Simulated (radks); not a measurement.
Problem. Lu, 71 electrons, occupied as [Xe] 4f14 5d1 6s2 (the NIST ground configuration). All-electron calculation, Dirac Kohn-Sham, PBEsol, spin-unpolarised, spherical densities, finite nucleus; open shells fill j = l - 1/2 first; Fermi nuclear charge, rms radius 5.37 fm. Program: a radial shooting solver on a logarithmic mesh with Libxc functionals. Some entries of the table are withheld. Estimate them.

orbital,occ.,eigenvalue (hartree),<r> (bohr)
1s1/2,2,-2319.592,0.01933
2s1/2,2,-394.6321,0.08127
2p1/2,2,(1),(2)
2p3/2,4,(3),(4)
3s1/2,2,-89.41602,0.2122
3p1/2,2,-81.49179,0.2021
3p3/2,4,-72.73902,0.2163
3d3/2,4,-59.25135,0.1899
3d5/2,6,-57.33963,0.1943
4s1/2,2,-17.78318,0.4780
4p1/2,2,-14.55491,0.4850
4p3/2,4,-12.56029,0.5178
4d3/2,4,(5),(6)
4d5/2,6,(7),(8)
5s1/2,2,-2.23333,1.172
5p1/2,2,-1.34060,1.316
5p3/2,4,-1.08716,1.432
4f5/2,6,-0.37930,0.7165
4f7/2,8,-0.32332,0.7330
6s1/2,2,-0.16998,3.642
5d3/2,1,(9),2.832
5d5/2,0,(10),3.010

Solution. 
(1) 2p1/2 eigenvalue (hartree): -376.7626
(2) 2p1/2 <r> (bohr): 0.06742
(3) 2p3/2 eigenvalue (hartree): -335.7202
(4) 2p3/2 <r> (bohr): 0.07503
(5) 4d3/2 eigenvalue (hartree): -7.24510
(6) 4d3/2 <r> (bohr): 0.5410
(7) 4d5/2 eigenvalue (hartree): -6.88092
(8) 4d5/2 <r> (bohr): 0.5526
(9) 5d3/2 eigenvalue (hartree): -0.06939
(10) 5d5/2 eigenvalue (hartree): -0.05780
